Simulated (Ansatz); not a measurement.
```yaml
crystal:
  periodic: [false, false, false]
  atoms:
    - {symbol: C, position_ang: [-1.410394, -2.896472, -0.678150]}
    - {symbol: O, position_ang: [-1.040604, -1.609055, -0.337725]}
    - {symbol: Sc, position_ang: [-0.201817, 0.025296, 0.038748]}
    - {symbol: N, position_ang: [-1.498140, 1.419671, 0.660040]}
    - {symbol: C, position_ang: [-2.895327, 1.057917, 0.755818]}
    - {symbol: C, position_ang: [-1.315020, 2.791018, 1.054626]}
    - {symbol: C, position_ang: [1.661546, 1.556936, -0.511347]}
    - {symbol: C, position_ang: [1.860414, 1.147661, 0.818105]}
    - {symbol: C, position_ang: [2.121765, -0.244062, 0.807556]}
    - {symbol: C, position_ang: [2.106931, -0.698632, -0.529750]}
    - {symbol: C, position_ang: [2.383027, -2.087941, -0.998765]}
    - {symbol: C, position_ang: [1.800268, 0.417016, -1.339984]}
    - {symbol: H, position_ang: [-1.870454, -3.414393, 0.173327]}
    - {symbol: H, position_ang: [-2.140961, -2.894846, -1.497406]}
    - {symbol: H, position_ang: [-0.547473, -3.493580, -1.003524]}
    - {symbol: H, position_ang: [-3.278969, 1.174006, 1.782453]}
    - {symbol: H, position_ang: [-3.526863, 1.688805, 0.109464]}
    - {symbol: H, position_ang: [-3.053006, 0.017335, 0.459016]}
    - {symbol: H, position_ang: [-1.894649, 3.480984, 0.419553]}
    - {symbol: H, position_ang: [-0.266015, 3.085627, 0.990139]}
    - {symbol: H, position_ang: [-1.647555, 2.967039, 2.090859]}
    - {symbol: H, position_ang: [1.426574, 2.558046, -0.843462]}
    - {symbol: H, position_ang: [1.806362, 1.776506, 1.695233]}
    - {symbol: H, position_ang: [2.323631, -0.859064, 1.675217]}
    - {symbol: H, position_ang: [3.450230, -2.225971, -1.198240]}
    - {symbol: H, position_ang: [2.090639, -2.828060, -0.251445]}
    - {symbol: H, position_ang: [1.845121, -2.312912, -1.921710]}
    - {symbol: H, position_ang: [1.710728, 0.401135, -2.418668]}
basis:
  gaussian: {orbitals: def2-SVPD}
total_charge: -1
magnetization: {spin_polarized: true, initial_magnetization: 7}
hamiltonian: {xc: {name: wB97}}
output: {forces: true}
```

```sh
$ ansatz run in.yaml --threads 11 --pin off --events-out ev --progress --plain --max-ram 166912MiB --backend cuda --devices 0, --max-vram 75GiB
```

Shortened log:

```
Functional definition: wB97
3294 factors; their error is unknown
1485 factors; integrals over basis functions are off by at most 1.0e-5 eV
mean field evaluation 1: about -33797.9563 eV, gradient 3.6e1 eV
mean field evaluation 2: about -33795.7282 eV, gradient 5.1e1 eV
mean field evaluation 4: about -33805.7143 eV, gradient 3.7e0 eV
mean field evaluation 8: about -33806.2552 eV, gradient 9.1e-1 eV
mean field evaluation 16: about -33806.4316 eV, gradient 1.6e-1 eV
mean field evaluation 32: about -33806.3158 eV, gradient 1.9e-1 eV
mean field -33806.30797156 eV, -1242.3589032163 hartree, gradient 1.5e-5 eV, S^2 15.775904; 6 other end points of the search recorded, 0 dependent functions left out
reference -33806.30797436 eV, -1242.3589033191 hartree; 57, 50 occupied and 328, 335 virtual orbitals, 3294 factors
Total energy: -33806.30797436 eV, -1242.3589033191 hartree
Atom 0 at    -1.410394    -2.896472    -0.678150 Å, force     0.054848     0.668334     0.220961 eV/Å
Atom 1 at    -1.040604    -1.609055    -0.337725 Å, force    -0.782365    -1.409306    -0.358596 eV/Å
Atom 2 at    -0.201817     0.025296     0.038748 Å, force     2.979193    -0.997038    -0.645716 eV/Å
Atom 3 at    -1.498140     1.419671     0.660040 Å, force    -3.706007     3.251802     1.571268 eV/Å
Atom 4 at    -2.895327     1.057917     0.755818 Å, force    -0.046425    -0.463617    -0.183630 eV/Å
Atom 5 at    -1.315020     2.791018     1.054626 Å, force     0.448686     0.054080    -0.136687 eV/Å
Atom 6 at     1.661546     1.556936    -0.511347 Å, force    -0.976219     3.299437    -1.491008 eV/Å
Atom 7 at     1.860414     1.147661     0.818105 Å, force    -0.428528     2.240899     3.313476 eV/Å
Atom 8 at     2.121765    -0.244062     0.807556 Å, force     0.901776    -1.991244     3.725706 eV/Å
Atom 9 at     2.106931    -0.698632    -0.529750 Å, force     0.745812    -5.316685    -1.919890 eV/Å
Atom 10 at     2.383027    -2.087941    -0.998765 Å, force    -0.213968     1.079456     0.361864 eV/Å
Atom 11 at     1.800268     0.417016    -1.339984 Å, force    -0.495424     0.565156    -4.079817 eV/Å
Atom 12 at    -1.870454    -3.414393     0.173327 Å, force    -0.146233    -0.234232     0.273285 eV/Å
Atom 13 at    -2.140961    -2.894846    -1.497406 Å, force    -0.256441    -0.085624    -0.322931 eV/Å
Atom 14 at    -0.547473    -3.493580    -1.003524 Å, force     0.301000    -0.240221    -0.128562 eV/Å
Atom 15 at    -3.278969     1.174006     1.782453 Å, force     0.240295     0.084639     0.229874 eV/Å
Atom 16 at    -3.526863     1.688805     0.109464 Å, force     0.113037     0.301275    -0.173363 eV/Å
Atom 17 at    -3.053006     0.017335     0.459016 Å, force     0.122135    -0.263215    -0.048634 eV/Å
Atom 18 at    -1.894649     3.480984     0.419553 Å, force    -0.212535    -0.117029    -0.239254 eV/Å
Atom 19 at    -0.266015     3.085627     0.990139 Å, force     0.323814    -0.055150    -0.024776 eV/Å
Atom 20 at    -1.647555     2.967039     2.090859 Å, force    -0.082154    -0.290214     0.168964 eV/Å
Atom 21 at     1.426574     2.558046    -0.843462 Å, force     0.161193     0.386953    -0.152157 eV/Å
Atom 22 at     1.806362     1.776506     1.695233 Å, force     0.213560     0.205372     0.333170 eV/Å
Atom 23 at     2.323631    -0.859064     1.675217 Å, force     0.088659    -0.122636     0.261767 eV/Å
Atom 24 at     3.450230    -2.225971    -1.198240 Å, force     0.800682    -0.323523    -0.205804 eV/Å
Atom 25 at     2.090639    -2.828060    -0.251445 Å, force    -0.083495    -0.226461     0.323678 eV/Å
Atom 26 at     1.845121    -2.312912    -1.921710 Å, force    -0.178485    -0.022680    -0.364171 eV/Å
Atom 27 at     1.710728     0.401135    -2.418668 Å, force     0.113590     0.021471    -0.309018 eV/Å
Dipole moment:     0.014398     0.415350    -1.645464 e Å
```

Question: What is wrong with this run?

Answer: The spin is set far too high for this molecule. The run converged. The result belongs to that input, not to the molecule as meant.
